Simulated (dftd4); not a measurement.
samarium atom (Sm), septet; dftd4 with D4 for b97d.

Input for dftd4:
```
$ dftd4 mol.xyz --func b97d --charge 0 --json dftd4.json --noedisp --property

# file mol.xyz
1

Sm     0.00000000     0.00000000     0.00000000
```

Question: Write the output that dftd4 gives for this input, abridged.

Answer: 
```
                    ____  _____ _____     ____  _  _
      -------------|  _ \|  ___|_   _|---|  _ \| || |------------
     |             | | | | |_    | | ___ | | | | || |_           |
     |             | |_| |  _|   | ||___|| |_| |__   _|          |
     |             |____/|_|     |_|     |____/   |_|            |
     |             ===================================           |
     |            E. Caldeweyher, S. Ehlert & S. Grimme          |
     |          Mulliken Center for Theoretical Chemistry        |
     |                    University of Bonn                     |
      -----------------------------------------------------------

Rational (Becke-Johnson) damping: b97d-D4-ATM
---------------------
  s6         1.0000
  s8         1.6946
  s9         1.0000
  a1         0.2890
  a2         4.1341
 alp        16.0000
--------------------

Atomic data, radii in Ångström:
------------------------------------------------------
   Z          R(cov)      r4/r2   hardness         EN
------------------------------------------------------
  62 Sm       2.0667     4.6660     0.1722     1.1700
------------------------------------------------------

Atomic reference systems (in atomic units):
----------------------------------------------------------------------------
   Z        #      CN     q+Z       C6(AA)   #      CN     q+Z       C6(AA)
----------------------------------------------------------------------------
  62 Sm     1  0.0000 34.0000    3694.9473   2  2.4547 34.7897     307.2001
----------------------------------------------------------------------------

Atomic properties (in atomic units):
----------------------------------------------------------------------------
     #    Z              CN          q      C6(AA)        C8(AA)   alpha(0)
----------------------------------------------------------------------------
     1   62 Sm       0.0000     0.0000   3694.9473   861801.9641   209.4822
----------------------------------------------------------------------------

Molecular properties (in atomic units):
----------------------------------------
 molecular C6                3694.9473
 molecular C8              861801.9641
----------------------------------------

Dispersion energy:       0.0000000000000E+00 Eh

[Info] JSON dump of results written to 'dftd4.json'
```
